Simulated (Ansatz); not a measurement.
System: GeH₅, charge -1, multiplicity 1. 
Geometry from a B3LYP-D3(BJ)/def2-TZVP (Ansatz, a first-principles code) optimisation:
```
Ge
H 1 1.5902
H 1 1.5902 2 120.00
H 1 1.5902 2 120.00 3 180.00
H 1 1.7253 2 90.00 3 90.00
H 1 1.7253 2 90.00 5 -180.00
```
Charge -1, spin multiplicity 1.

Quantity: vertical ionisation energy (to the doublet state of charge +0; each state is the SCF solution reached for its spin; the molecule has degenerate orbitals, so one determinant may break the symmetry), in eV. Correlated levels leave the core frozen unless marked. Open shells are spin-unrestricted. Spin-orbit coupling is left out. The frozen core is the preceding noble-gas configuration, with the filled d and f shells of earlier blocks. No relativistic terms. Anions need diffuse functions: aug- sets have them; def2-D sets add few. CBS(X,Y): correlation extrapolated as X^-3; Hartree-Fock from the larger set. [CCSD(T)-MP2]/basis is that difference in the basis named.

| level | program | vertical ionisation energy (eV) |
|---|---|---|
| HF/aug-cc-pVDZ | Ansatz | 1.39 |
| HF/def2-SVPD | Ansatz | 1.38 |

Task: Predict the RI-MP2/CBS(aug-cc-pVTZ,aug-cc-pVQZ)+[CCSD(T)-MP2]/aug-cc-pVTZ result (Ansatz).

Result: 2.11 eV, so HF/def2-SVPD differs from it by -0.73 eV.
